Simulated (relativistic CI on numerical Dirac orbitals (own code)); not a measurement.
# What each ingredient does to the levels of Ca²⁺

Base calculation: Dirac-Coulomb-Breit CI, separate exchange-only KLI orbitals for each configuration, a model potential for QED, valence Slater integrals scaled by 0.85, P86 correlation energy added to each configuration.

CI space (outside the closed core [Ne]): 3s2 3p6, 3s2 3p5 3d, 3s2 3p5 4s, 3s 3p6 3d, 3s2 3p5 4p, 3s2 3p5 4d, 3s2 3p5 5s, 3s2 3p5 5p, 3s2 3p5 4f, 3s2 3p5 5d, 3s2 3p5 5f, 3s2 3p5 5g, 3s 3p6 4s, 3p6 3d2, 3p5 3d3, 3p5 3d2 4s, 3p5 3d2 4p, 3p5 3d2 4d, 3p5 3d2 5s. Double excitations out of closed p, d and f shells are left out; levels of such configurations are missing from the list, as are those of other unlisted configurations, and high levels can miss mixing partners. These lack a partner that the ground configuration has and come out too high: 3s2 3p5 5p, 3s2 3p5 4f, 3s2 3p5 5d, 3s2 3p5 5f, 3s2 3p5 5g.

Variants: (1) no correlation estimate; (2) Slater integrals left unscaled; (3) Breit term removed; (4) one mean potential for all configurations. Shifts of the energy above 3s2 3p6 1S_0, in cm⁻¹, for the lowest level and the first level of each name with at least 55 % of one term (blank where a level changes its place among those of its configuration and J or its character, or is not in the variant):

| Level | Base | Δ(1) | Δ(2) | Δ(3) | Δ(4) | Measured |
| --- | --- | --- | --- | --- | --- | --- |
| 3s2 3p6 1S_0 | 0.0 | 0.0 | 0.0 | 0.0 | 0.0 | 0.0 |
| 3s2 3p5 3d 3P°_0 | 204458.7 | -1836.0 | -3042.8 | +93.9 | -372.3 | 203373.2 |
| 3s2 3p5 3d 3P°_1 | 204931.8 | -1836.2 | -3033.1 | +129.3 | -375.6 |  |
| 3s2 3p5 3d 3P°_2 | 205911.9 | -1836.6 | -3015.0 | +180.2 | -382.2 |  |
| 3s2 3p5 3d 3F°_4 | 212555.9 | -1827.5 | -1656.5 | +147.7 | -357.9 |  |
| 3s2 3p5 3d 3F°_3 | 213663.0 | -1827.6 | -1639.5 | +165.4 | -360.7 | 213379.4 |
| 3s2 3p5 3d 3F°_2 | 214644.4 | -1827.6 | -1643.9 | +186.8 | -364.9 |  |
| 3s2 3p5 3d 3D°_3 | 226952.8 | -1826.9 | +860.1 | +142.2 | -321.7 | 226333.6 |
| 3s2 3p5 3d 1D°_2 | 227375.1 | -1826.2 | +800.5 | +150.3 | -323.4 | 225826.2 |
| 3s2 3p5 3d 3D°_1 | 228096.7 | -1826.3 | +822.5 | +163.5 | -326.3 | 227432.1 |
| 3s2 3p5 3d 3D°_2 | 228256.9 | -1826.2 | +814.8 | +194.1 | -330.5 | 227388.6 |
| 3s2 3p5 3d 1F°_3 | 229098.4 | -1828.9 | +951.5 | +201.7 | -328.4 | 228414.0 |
| 3s2 3p5 4s 3P°_2 | 244898.9 | -6109.0 | -221.8 | +43.1 | +2606.0 | 242547.2 |
| 3s2 3p5 4s 3P°_1 | 246286.3 | -6107.2 | -116.8 | +69.9 | +2659.5 | 243930.4 |
| 3s2 3p5 4s 3P°_0 | 248016.6 | -6109.3 | -218.0 | +155.0 | +2681.7 | 245611.9 |
| 3s2 3p5 4s 1P°_1 | 250047.5 | -6095.8 | +325.1 | +132.3 | +2798.7 | 247696.4 |
| 3s2 3p5 4p 3S_1 | 272915.1 | -6585.7 | -1572.1 | +65.8 | +2884.0 | 272188.7 |
| 3s2 3p5 4p 3D_3 | 278355.7 | -6581.3 | -295.1 | +51.3 | +3237.0 | 277022.4 |
| 3s2 3p5 4p 3D_2 | 278752.7 | -6581.0 | -214.4 | +46.8 | +3296.6 | 277380.9 |
| 3s2 3p5 4p 3D_1 | 279967.3 | -6581.0 | -164.4 | +75.7 | +3314.2 | 278621.0 |
| 3s2 3p5 3d 1P°_1 | 281214.0 | -3113.4 | +9796.3 | +177.3 | +1092.3 | 279353.6 |
| 3s2 3p5 4p 3P_0 | 283157.4 | -6580.5 | +299.4 | +103.4 | +3514.0 | 282075.2 |

Correlation outside the listed configurations is missing or only estimated: errors of thousands of cm⁻¹ between configurations and terms are usual at this charge. Rates and lifetimes follow the computed energies and can be off by large factors. The fine structure of a lone outer electron comes out too small, for d and f at times inverted, and misplaced configurations move strength between like terms. 39 of the 51 excited levels that our extract of the measured tables holds in this range could be paired (the sources list more); they are missed by 1864 cm⁻¹ on average and 4606 at most, and levels without a partner can miss by more.

Measured levels: Sugar and Corliss, J. Phys. Chem. Ref. Data 8, 865 (1979).

Ionisation energy from the two ground configurations alone: base 51.07 eV; no correlation estimate 49.77 eV. The NIST ASD value (measured) is 50.9132 eV.

LS names give the leading component of a level, which can be under half, so a name can repeat, a term be missing and a line seem to break the LS rules.
